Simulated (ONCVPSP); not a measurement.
**selenium: one change to an ONCV potential, before and after**

```json
{"Element": "Se", "Generator": "ONCVPSP 4.0.1", "Type": "optimised norm-conserving Vanderbilt (ONCV)", "Functional": "PBEsol", "Relativity": "scalar-relativistic", "Frozen core": "[Ne]", "Valence charge": "24", "Reference configuration": "3s2 3p6 3d10 4s2 4p2 (charge +2)", "Partial waves": "3s+4s: rc 1.10 bohr, ncon 3, nbas 7, qcut 10.6 1/bohr, 2 projectors; 3p+4p: rc 1.00 bohr, ncon 4, nbas 7, qcut 13.6 1/bohr, 2 projectors; 3d: rc 0.90 bohr, ncon 4, nbas 8, qcut 17.5 1/bohr, 1 projector; f scattering state at 0.33 Ha: rc 1.00 bohr, ncon 4, nbas 7, qcut 11.5 1/bohr, 3 projectors, debl 1.4 Ha", "Local potential": "polynomial inside 0.60 bohr (lpopt 3, dvloc0 6 Ha)", "Core correction": "Teter function, fcfact 2.5, rcfact 1.75"}
```

All-electron outer shells of the reference configuration (PBEsol, scalar-relativistic, ld1.x):

| shell | level (eV) | outermost node (bohr) | outermost maximum (bohr) |
| --- | --- | --- | --- |
| 2s | -1628.87 | 0.06 | 0.17 |
| 2p | -1435.88 | – | 0.13 |
| 3s | -235.86 | 0.24 | 0.50 |
| 3p | -175.51 | 0.21 | 0.50 |
| 3d | -75.82 | – | 0.45 |
| 4s | -37.67 | 0.70 | 1.47 |
| 4p | -25.49 | 0.73 | 1.69 |

Change: all radii but the core radius scaled by about 1.11 (s 1.22, p 1.12, d 1.00, f 1.12 bohr); local potential polynomial inside 0.66 bohr (lpopt 3, dvloc0 6 Ha).

Cutoffs: the cutoffs (Ha) at which the residual kinetic energy of the hardest occupied pseudo-wave falls to 1 and 0.1 mHa per electron; they do not see the model core or the augmentation charge, which bear on the density cutoff. Errors are all-electron minus pseudo energies relative to the spin-unpolarised reference configuration.

Question: Predict the effect on cutoff, ghosts and configuration errors.

Answer: The potential gets softer (127 Ha and 139 Ha → 116 Ha and 129 Ha); both files keep a bound ghost (f); of the 4 tests that both files solve, the error grows in 4 and shrinks in 0 by more than 15 % and 0.3 meV (median size 3.0 → 5.5 meV). A larger radius leaves more room for a smooth pseudo-wave, so fewer plane waves are needed. More of the atom is replaced by a form fitted at one configuration, so other configurations suffer.

```csv
quantity,base,changed
"cutoff, loose",127 Ha,116 Ha
"cutoff, tight",139 Ha,129 Ha
loose cutoff by channel,"s 27 Ha, p 68 Ha, d 127 Ha","s 28 Ha, p 64 Ha, d 116 Ha"
bound ghosts,f,f
GHOST(+) flags under 300 eV,none,none
"error for 3s2 3p6 3d10 4s2 4p4, meV [ΔE -31.22 eV]",+3.0,+5.8
"error for 3s2 3p6 3d10 4s2 4p3, meV [ΔE -20.37 eV]",+2.0,+3.6
"error for 3s2 3p6 3d10 4s2 4p1, meV [ΔE 30.90 eV]",-3.1,-5.1
"error for 3s2 3p6 3d9 4s2 4p4, meV [ΔE 32.87 eV]",+82,+124
"rms error of d²Exc/dni dnj with the model core, mHa",1.74,1.75
```

 A true bound ghost makes a file unfit for plane-wave use even where its test errors are small: the radial tests pick states by their node count and pass the ghost by.
